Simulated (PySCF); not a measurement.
A structure optimised at PBE-D3(BJ)/def2-SVP, used in a PySCF frequency run:

```xyz
10

B      0.0436    -0.1597    -0.3135
Cl     0.4969     0.9826    -1.5758
Br    -0.2350     0.5287     1.4682
C     -0.1354    -1.6924    -0.5936
C      0.0904    -2.1880    -2.0250
H     -1.1550    -1.9611    -0.2304
H      0.5328    -2.2218     0.1257
H      1.1186    -1.9639    -2.3733
H     -0.6039    -1.6982    -2.7369
H     -0.0616    -3.2828    -2.1051
```
Charge 0, spin multiplicity 1.

Write its SMILES and formula.

CCB(Cl)Br, C2H5BBrCl

What are its rotational constants (standard atomic weights)?

3.5006, 1.3335, 0.97734 GHz
